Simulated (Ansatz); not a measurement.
Relaxation of Cl₂H₂OSn (6 atoms, charge 0, multiplicity 1), to a largest force component of 0.03 eV/Å in at most 50 steps.

These are results of RKS PBE-D4/def2-SVP in Ansatz, not measurements.

```xyz
6
Properties=species:S:1:pos:R:3
Sn 0.175 0.350 -1.317
O 1.404 0.044 1.558
H 0.550 0.236 2.012
H 1.193 -0.851 1.173
Cl -1.572 1.732 -0.399
Cl -0.492 -1.793 -0.322
```

**Question.** Where does it end, and by what steps?

**Answer.** The forces met the threshold. After 9 steps the energy has fallen by 0.436 eV; Cl5 moved furthest, 0.65 Å. Joined: Sn1–O2 (3.14 → 2.41 Å).

```csv
step,energy less start (eV),largest force component (eV/Å),accepted
0,0.0000,0.647,yes
1,-0.1321,1.248,yes
2,-0.2680,0.995,yes
3,-0.3312,1.030,yes
4,-0.3796,0.738,yes
5,-0.4224,0.643,yes
6,-0.4284,0.183,yes
7,-0.4349,0.132,yes
8,-0.4359,0.040,yes
9,-0.4362,0.025,yes
```

```xyz
6
Properties=species:S:1:pos:R:3
Sn 0.424 0.270 -1.066
O 1.180 0.079 1.214
H 0.436 0.638 1.552
H 0.829 -0.844 1.296
Cl -1.278 1.577 0.160
Cl -0.332 -2.002 -0.453
```

Whether the end is a true minimum wasn't checked by a vibrational analysis.

Time of the run: 12 s on 2 threads of Arm Neoverse V2, with other jobs on the host, peak memory 0.13 GiB.
